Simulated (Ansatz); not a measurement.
Consider the formal exchange of groups at a B–C bond: `BC(B)(C)F` + `COC=O` → `BC(=O)OC` + `BC(C)F`.

Isolated molecules relaxed with PBE0-D4/def2-TZVP in Ansatz; ΔE leaves out vibrations. CCSD(T)/CBS adds triple-zeta CCSD(T) − MP2 to the extrapolated MP2 energy (def2 sets, frozen cores). Functionals use def2-TZVPP. One conformer a species, not always the lowest.

`BC(B)(C)F`:

```xyz
12

B     0.733    0.607   -1.408
C     0.628    0.045   -0.010
B    -0.567    0.765    0.724
C    -0.342   -1.097    0.344
F     1.778   -0.060    0.754
H     1.694    1.238   -1.731
H    -0.199    0.484   -2.144
H    -1.534    1.124    0.130
H    -0.386    1.013    1.875
H    -0.858   -1.510   -0.516
H    -1.157   -0.770    1.066
H     0.209   -1.838    0.918
```

`COC=O`:

Cartesian coordinates in Å:
```
C -0.919 0.330 0.316
O 0.217 0.576 -0.512
C 1.173 -0.347 -0.453
O 1.150 -1.335 0.221
H -0.623 0.278 1.365
H -1.594 1.167 0.151
H -1.398 -0.609 0.037
H 1.995 -0.061 -1.125
```

`BC(=O)OC`:

Z-matrix (Å, degrees):
```
C
O 1 1.431
H 1 1.090 2 110.5
H 1 1.087 2 105.7 3 119.6
H 1 1.090 2 110.5 3 -120.7
C 2 1.326 1 115.7 3 60.5
O 6 1.213 2 124.6 1 0.0
B 6 1.558 2 122.9 1 -180.0
H 8 1.191 6 119.0 2 93.6
H 8 1.191 6 119.0 2 -93.8
```

`BC(C)F`:

Cartesian coordinates in Å:
```
B 0.812 0.215 -1.185
C -0.279 -0.421 -0.278
C -0.346 0.184 1.116
F -1.557 -0.379 -0.842
H 0.543 0.707 -2.239
H 1.944 0.187 -0.800
H -0.022 -1.490 -0.175
H -1.121 -0.315 1.701
H -0.585 1.248 1.072
H 0.610 0.066 1.629
```

Is it downhill or uphill in electronic energy at CCSD(T)/CBS, and by how much? (Estimate.)

Ansatz gave: Nearly level: ΔE = +0.2 kcal/mol.

What do these levels give: r2SCAN-D4, PBE0, CCSD(T)/def2-TZVPP, MP2/def2-QZVPP, SCS-MP2/def2-QZVPP, CCSD/CBS(def2)? (Estimate.)

Computed: r2SCAN-D4 2.1, PBE0 2.7, CCSD(T)/def2-TZVPP 0.2, MP2/def2-QZVPP 2.2, SCS-MP2/def2-QZVPP -0.8, CCSD/CBS(def2) -1.3 kcal/mol.

Largest T1 diagnostic among the species: 0.018.

The D4 term adds +0.9 kcal/mol with B3LYP and +0.5 kcal/mol with PBE0; it sums over pairs of atoms, weighted by their polarisabilities, and B3LYP, whose exchange is more repulsive, gets the larger term. In def2-TZVPP, CCSD(T) changes the Hartree–Fock value by +10.3 kcal/mol (the triples alone add +1.4 kcal/mol) and MP2 by +12.4 kcal/mol.

B3LYP here is the variant with VWN-RPA as its local correlation; programs differ in this.
